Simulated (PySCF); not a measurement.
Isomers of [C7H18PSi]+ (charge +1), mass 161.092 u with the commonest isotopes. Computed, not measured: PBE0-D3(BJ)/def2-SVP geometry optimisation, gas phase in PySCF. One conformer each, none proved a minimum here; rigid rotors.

Problem. Order these by radius of gyration √(Σ m r²/M), smallest first.
A. `[CH2:1]=[CH:2][P@+:3]([CH3:4])([CH2:5][SiH3:6])[CH2:7][CH2:8][CH3:9]` (charge +1) with C1–C2–P3–C4 1°, C2–P3–C5–Si6 178°, C2–P3–C7–C8 -62°, P3–C7–C8–C9 177°
B. `[CH3:1][CH2:2][P@@H+:3]1[CH2:4][CH2:5][C@@H:6]([SiH3:7])[C@@H:8]1[CH3:9]` (charge +1) with C1–C2–P3–C4 -63°, C2–P3–C4–C5 -128°, P3–C4–C5–C6 32°, C4–C5–C6–Si7 -174°, C5–C6–C8–C9 167°
C. `[CH2:1]=[C:2]([CH3:3])[P@@H+:4]([CH2:5][SiH3:6])[CH2:7][CH2:8][CH3:9]` (charge +1) with C1–C2–P4–C5 119°, C2–P4–C5–Si6 -175°, C2–P4–C7–C8 50°, P4–C7–C8–C9 62°

Solution. B (2.423 Å), C (2.459 Å), A (2.487 Å).

Problem. Order these by out-of-plane moment Σ m c² = (Ia + Ib − Ic)/2, largest first.
A. `[CH2:1]=[C:2]([CH3:3])[P@@H+:4]([CH2:5][SiH3:6])[CH2:7][CH2:8][CH3:9]` (charge +1) with C1–C2–P4–C5 119°, C2–P4–C5–Si6 -175°, C2–P4–C7–C8 50°, P4–C7–C8–C9 62°
B. `[CH2:1]=[CH:2][P@+:3]([CH3:4])([CH2:5][SiH3:6])[CH2:7][CH2:8][CH3:9]` (charge +1) with C1–C2–P3–C4 1°, C2–P3–C5–Si6 178°, C2–P3–C7–C8 -62°, P3–C7–C8–C9 177°
C. `[CH3:1][CH2:2][P@@H+:3]1[CH2:4][CH2:5][C@@H:6]([SiH3:7])[C@@H:8]1[CH3:9]` (charge +1) with C1–C2–P3–C4 -63°, C2–P3–C4–C5 -128°, P3–C4–C5–C6 32°, C4–C5–C6–Si7 -174°, C5–C6–C8–C9 167°

Solution. A (90.35 u·Å²), B (83.98 u·Å²), C (45.27 u·Å²).

Problem. Order these by rotational constant A, smallest first.
A. `[CH3:1][CH2:2][P@@H+:3]1[CH2:4][CH2:5][C@@H:6]([SiH3:7])[C@@H:8]1[CH3:9]` (charge +1) with C1–C2–P3–C4 -63°, C2–P3–C4–C5 -128°, P3–C4–C5–C6 32°, C4–C5–C6–Si7 -174°, C5–C6–C8–C9 167°
B. `[CH2:1]=[CH:2][P@+:3]([CH3:4])([CH2:5][SiH3:6])[CH2:7][CH2:8][CH3:9]` (charge +1) with C1–C2–P3–C4 1°, C2–P3–C5–Si6 178°, C2–P3–C7–C8 -62°, P3–C7–C8–C9 177°
C. `[CH2:1]=[C:2]([CH3:3])[P@@H+:4]([CH2:5][SiH3:6])[CH2:7][CH2:8][CH3:9]` (charge +1) with C1–C2–P4–C5 119°, C2–P4–C5–Si6 -175°, C2–P4–C7–C8 50°, P4–C7–C8–C9 62°

Solution. B (1177 MHz), C (1260 MHz), A (2162 MHz).

```csv
SMILES,point group,Ia (u·Å²),Ib (u·Å²),Ic (u·Å²),κ,μa (D),μb (D),μc (D)
CC[P@@H+]1CC[C@@H]([SiH3])[C@@H]1C,C1,233.78,757.36,900.60,-0.87,4.02,0.16,0.62
C=C[P@+](C)(C[SiH3])CCC,C1,429.22,650.96,912.21,-0.29,0.14,2.14,0.20
C=C(C)[P@@H+](C[SiH3])CCC,C1,401.04,663.31,883.65,-0.45,0.40,1.12,0.05
```
